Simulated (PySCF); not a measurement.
What PySCF settings do for LiBr⁺

Base input, run as `python input.py` with PySCF 2.14:

```python
from pyscf import gto, dft

mol = gto.M(
    atom='Li 0 0 0; Br 0 0 2.093',
    basis='6-31g',
    charge=1,
    spin=1,
    verbose=4,
)
mf = dft.UKS(mol, xc='o3lyp')
mf.kernel()
mf.stability(internal=True, external=True)
mf.dip_moment()
print('orbital energies (hartree):', [e[max(0, n-3):n+3].round(4) for e, n in zip(mf.mo_energy, mol.nelec)])
```

Base result: E(SCF) = -2581.569284 Eh, 7 cycles, ⟨S²⟩ = 0.751, internal stable; real -> complex stable. The bond length is a typed value, not an optimised one. The dipole of an ion depends on the origin. No search for the lowest solution was made.

Wall time 10 s on one thread of a shared host.

Each row names what differs from the base; energies in brackets are changes from the base.

```tsv
change	result
point-group symmetry: off → on	not converged: SCF after 50 cycles
basis set: 6-31g → def2-svp	E(SCF) = -2581.634659 Eh (-1.7789 eV), 8 cycles, ⟨S²⟩ = 0.752, internal stable; real -> complex stable
geometry: bond 2.093 → bond 2.24	E(SCF) = -2581.581773 Eh (-0.3398 eV), 7 cycles, ⟨S²⟩ = 0.751, internal stable; real -> complex stable
functional: o3lyp → lda,vwn	not converged: SCF after 50 cycles
Cartesian functions: off → on	E(SCF) = -2581.577899 Eh (-0.2344 eV), 8 cycles, ⟨S²⟩ = 0.751, internal stable; real -> complex stable
step after the SCF: stability → ccsd(t); SCF type: UKS → UHF; functional: o3lyp → none (Hartree–Fock); frozen orbitals: default → 9	E(SCF) = -2579.258933 Eh, 8 cycles, E(CCSD) − E(SCF) = -0.15026 Eh, (T) = -0.00099 Eh, ⟨S²⟩ = 0.751
geometry: bond 2.093 → bond 2.156	E(SCF) = -2581.575552 Eh (-0.1705 eV), 7 cycles, ⟨S²⟩ = 0.751, internal stable; real -> complex stable
functional: o3lyp → b3lyp5	E(SCF) = -2580.900284 Eh, 7 cycles, ⟨S²⟩ = 0.750, internal stable; real -> complex unstable
functional: o3lyp → m06	E(SCF) = -2580.945534 Eh, 7 cycles, ⟨S²⟩ = 0.751, internal unstable; real -> complex unstable
density fitting: none → def2-universal-jkfit	E(SCF) = -2581.569291 Eh (-0.0002 eV), 7 cycles, ⟨S²⟩ = 0.751, internal stable; real -> complex stable
initial guess: minao → huckel [ends in another solution than the base]	E(SCF) = -2581.542475 Eh (+0.7295 eV), 6 cycles, ⟨S²⟩ = 0.751, internal unstable; real -> complex unstable
functional: o3lyp → hse06	E(SCF) = -2580.680037 Eh, 7 cycles, ⟨S²⟩ = 0.750, internal stable; real -> complex unstable
basis set: 6-31g → lanl2dz; core potential: off → on	E(SCF) = -20.411086 Eh, 7 cycles, ⟨S²⟩ = 0.750, internal stable; real -> complex unstable
geometry: bond 2.093 → bond 2.616	E(SCF) = -2581.592070 Eh (-0.6200 eV), 8 cycles, ⟨S²⟩ = 0.751, internal stable; real -> complex stable
geometry: bond 2.093 → bond 3.139	E(SCF) = -2581.588966 Eh (-0.5356 eV), 8 cycles, ⟨S²⟩ = 0.751, internal stable; real -> complex stable
basis set: 6-31g → def2-tzv2p [unsound on purpose]	stops with BasisNotFoundError (def2-tzv2p)
geometry: bond 2.093 → bond 0.3 [unsound on purpose]	E(SCF) = -2545.402131 Eh, 8 cycles, ⟨S²⟩ = 0.750, internal stable; real -> complex stable
DIIS space: default → 2	E(SCF) = -2581.569284 Eh (+0.0000 eV), 8 cycles, ⟨S²⟩ = 0.751, internal stable; real -> complex stable
smearing width (hartree): none → 0.001; step after the SCF: stability → none [smearing does not keep the typed spin]	E(SCF) = -2581.541848 Eh (+0.7466 eV), 7 cycles
step after the SCF: stability → eomea; SCF type: UKS → UHF; functional: o3lyp → none (Hartree–Fock); frozen orbitals: default → 9; number of roots: default → 4 [positive roots are unbound]	E(SCF) = -2579.258933 Eh, 8 cycles, E(CCSD) − E(SCF) = -0.15026 Eh, ⟨S²⟩ = 0.751, attachment roots -9.049, -4.629, -4.599, -4.178 eV
functional: o3lyp → 0.5*hf+0.5*b88,lyp	E(SCF) = -2581.015998 Eh, 8 cycles, ⟨S²⟩ = 0.750, internal stable; real -> complex unstable
```

Question: Order these changes by how far they move the SCF energy from the base, largest first: (1) geometry: bond 2.093 → bond 2.24; (2) geometry: bond 2.093 → bond 2.616; (3) geometry: bond 2.093 → bond 3.139; (4) initial guess: minao → huckel.

Answer: (4) +0.7295 eV, (2) -0.6200 eV, (3) -0.5356 eV, (1) -0.3398 eV.
